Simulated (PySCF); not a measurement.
A structure optimised at PBE-D3(BJ)/def2-SVP, used in a PySCF frequency run:

```xyz
7

N      2.1810    -0.3743     0.5417
Ge     0.3698    -0.1902     0.4418
F     -0.2814    -0.6259     2.0021
Br    -0.1184     2.0166     0.0206
Br    -0.7306    -1.5739    -1.0559
H      2.4885    -1.3509     0.4506
H      2.6617     0.1944    -0.1660
```
Charge 0, spin multiplicity 1.

Task: Write its SMILES and formula.

Result: [NH2][Ge]([F])([Br])[Br], Br2FGeH2N

Task: What are its rotational constants (standard atomic weights)?

Result: 1.8207, 0.77396, 0.64797 GHz
